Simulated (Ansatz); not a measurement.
Relaxation of a periodic cell of 36 atoms, H24CO11 (contents 10 H2O + 1 CH3OH, density as packed 1.07 g/cm³ with natural masses), to a largest force component of 0.3 eV/Å in at most 15 steps.

These are results of DFT PBE-D3(BJ), scalar-relativistic, plane waves, PAW in Ansatz, not measurements. Settings: accuracy low, cutoff 420 eV, k mesh 1x1x1, fermi-dirac smearing 0.05 eV, no spin polarisation.

```xyz
36
Lattice="6.9125 0.0000 0.0000 0.0000 6.9125 0.0000 0.0000 0.0000 6.9125" Properties=species:S:1:pos:R:3:forces:R:3
O 0.063 3.733 1.413 1.47 2.14 -0.23
H 0.139 4.531 0.870 0.50 0.42 0.03
H -0.009 3.016 0.765 0.10 0.61 -0.36
O 0.622 0.949 5.724 0.78 0.27 0.20
H 0.660 0.870 6.689 -0.32 -0.27 0.06
H -0.197 1.441 5.562 -0.35 -0.32 0.12
O 5.601 5.630 6.115 -0.01 -0.08 1.18
H 6.202 5.098 5.571 -0.19 0.43 -0.02
H 5.740 5.295 7.013 -0.11 0.31 0.25
O 2.864 6.142 0.699 -0.47 -0.45 0.53
H 2.664 6.930 0.173 0.29 0.10 -0.15
H 2.880 5.424 0.050 0.06 0.04 -0.08
O 3.290 3.786 3.132 0.53 0.18 0.05
H 2.674 3.569 2.417 -0.20 0.01 -0.01
H 3.884 4.442 2.738 -0.08 0.02 -0.14
O 1.211 3.616 4.828 0.22 0.21 -0.02
H 0.999 3.162 5.657 -0.08 -0.30 -0.06
H 0.423 4.147 4.643 0.03 0.10 -0.28
O 3.921 0.258 5.171 -0.84 0.71 -0.05
H 3.462 0.991 4.735 -0.12 0.29 0.11
H 3.273 -0.462 5.163 0.02 -0.13 -0.08
O 5.564 3.077 6.114 -0.13 -0.86 -0.81
H 5.190 3.104 5.221 -0.23 0.04 -0.12
H 4.941 3.595 6.644 -0.07 0.12 -0.30
O 1.907 1.117 2.846 -0.05 -0.10 -0.46
H 1.623 1.859 3.399 -0.14 0.29 0.38
H 2.452 0.578 3.438 -0.10 -0.21 -0.08
O 5.851 6.308 3.863 0.94 -1.05 -0.01
H 6.704 6.486 3.441 0.10 0.15 -0.34
H 5.329 5.882 3.167 0.24 0.46 -0.14
C 5.658 1.962 1.871 -0.77 -1.54 0.44
O 5.229 0.609 1.761 -0.38 0.44 -0.66
H 6.734 1.956 1.699 -0.28 -1.23 0.59
H 4.271 0.596 1.912 -0.12 -0.09 -0.19
H 5.188 2.609 1.121 -0.33 -0.65 0.57
H 5.467 2.379 2.868 0.09 -0.05 0.07
```

Question: Where does it end, and by what steps?

Answer: It did not converge within its limit. Limits of this set-up: coarse k mesh, low accuracy level. After 14 steps the energy has fallen by 6.522 eV; H20 moved furthest, 1.83 Å.

```json
{"step": "0", "energy less start (eV)": "0.0000", "largest force component (eV/Å)": "2.139", "accepted": "yes"}
{"step": "1", "energy less start (eV)": "-1.7877", "largest force component (eV/Å)": "1.442", "accepted": "yes"}
{"step": "2", "energy less start (eV)": "-2.6494", "largest force component (eV/Å)": "2.502", "accepted": "yes"}
{"step": "3", "energy less start (eV)": "-3.3596", "largest force component (eV/Å)": "1.547", "accepted": "yes"}
{"step": "4", "energy less start (eV)": "-3.9229", "largest force component (eV/Å)": "1.562", "accepted": "yes"}
{"step": "5", "energy less start (eV)": "-4.4715", "largest force component (eV/Å)": "1.977", "accepted": "yes"}
{"step": "6", "energy less start (eV)": "-4.9198", "largest force component (eV/Å)": "1.087", "accepted": "yes"}
{"step": "7", "energy less start (eV)": "-5.2255", "largest force component (eV/Å)": "1.128", "accepted": "yes"}
{"step": "8", "energy less start (eV)": "-5.5090", "largest force component (eV/Å)": "1.500", "accepted": "yes"}
{"step": "9", "energy less start (eV)": "-5.7683", "largest force component (eV/Å)": "1.308", "accepted": "yes"}
{"step": "10", "energy less start (eV)": "-5.9724", "largest force component (eV/Å)": "0.860", "accepted": "yes"}
{"step": "11", "energy less start (eV)": "-6.1348", "largest force component (eV/Å)": "0.688", "accepted": "yes"}
{"step": "12", "energy less start (eV)": "-6.2654", "largest force component (eV/Å)": "0.780", "accepted": "yes"}
{"step": "13", "energy less start (eV)": "-6.3939", "largest force component (eV/Å)": "0.561", "accepted": "yes"}
{"step": "14", "energy less start (eV)": "-6.5224", "largest force component (eV/Å)": "0.600", "accepted": "yes"}
```

```xyz
36
Lattice="6.9125 0.0000 0.0000 0.0000 6.9125 0.0000 0.0000 0.0000 6.9125" Properties=species:S:1:pos:R:3
O 0.862 4.224 0.844
H 1.738 4.683 0.783
H 0.982 3.373 0.381
O 0.512 1.585 6.214
H 0.417 1.203 7.102
H -0.422 1.813 5.929
O 5.617 5.203 6.464
H 5.944 5.653 5.648
H 6.430 4.979 7.001
O 3.204 5.739 0.721
H 2.908 6.404 0.048
H 4.084 5.472 0.333
O 3.420 4.737 3.800
H 2.578 4.205 3.864
H 3.450 4.998 2.862
O 1.067 3.478 4.020
H 0.889 3.099 4.899
H 0.463 4.259 3.911
O 2.822 0.237 5.166
H 1.869 0.354 5.372
H 2.941 -0.654 4.735
O 5.082 2.704 5.618
H 4.551 2.778 4.810
H 5.223 3.656 5.886
O 1.680 1.031 2.736
H 1.388 1.938 2.990
H 2.340 0.831 3.441
O 6.677 5.956 3.954
H 7.358 6.597 3.651
H 5.899 6.228 3.397
C 5.285 1.635 1.988
O 4.960 0.266 2.296
H 6.384 1.717 2.078
H 4.085 0.048 1.881
H 4.954 1.898 0.956
H 4.834 2.356 2.716
```

Time of the run: 43 s on 1 thread of Arm Neoverse V1, on a shared host, peak memory 0.38 GiB.
